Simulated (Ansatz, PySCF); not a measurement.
Reaction (SMILES): COC=O [methyl formate] -> [CH]=O + C[O] (the C-O bond at the site shown breaks; other sites are not compared here)
Geometries: B3LYP-D3(BJ)/def2-TZVP minima from Ansatz (a quantum-chemistry and plane-wave program), one conformer each, not searched for the lowest.
Geometry of the first species:
```
O
C 1 1.3374
O 2 1.1990 1 125.87
H 2 1.0980 3 125.01 1 -180.00
C 1 1.4400 2 115.72 4 180.00
H 5 1.0858 1 105.58 2 -180.00
H 5 1.0891 6 110.74 1 119.38
H 5 1.0891 6 110.74 7 121.24
```

Wanted: bond dissociation energy (enthalpy at 298 K, with B3LYP-D3(BJ) rigid-rotor harmonic-oscillator terms from PySCF), in kcal/mol. Cores are frozen in the correlated levels unless marked. UHF or UKS for open shells. No spin-orbit coupling. Non-relativistic. Basis-set limits of correlation are two-point, X^-3; Hartree-Fock from the larger set. [CCSD(T)-MP2]/basis is that difference in the basis named.

| level | program | bond dissociation energy (kcal/mol) |
|---|---|---|
| RI-HF/cc-pVQZ | Ansatz | 67.1 |

Problem. Predict the RI-MP2/CBS(aug-cc-pVTZ,aug-cc-pVQZ)+[CCSD(T)-MP2]/aug-cc-pVTZ result (Ansatz).

Solution. 100.9 kcal/mol
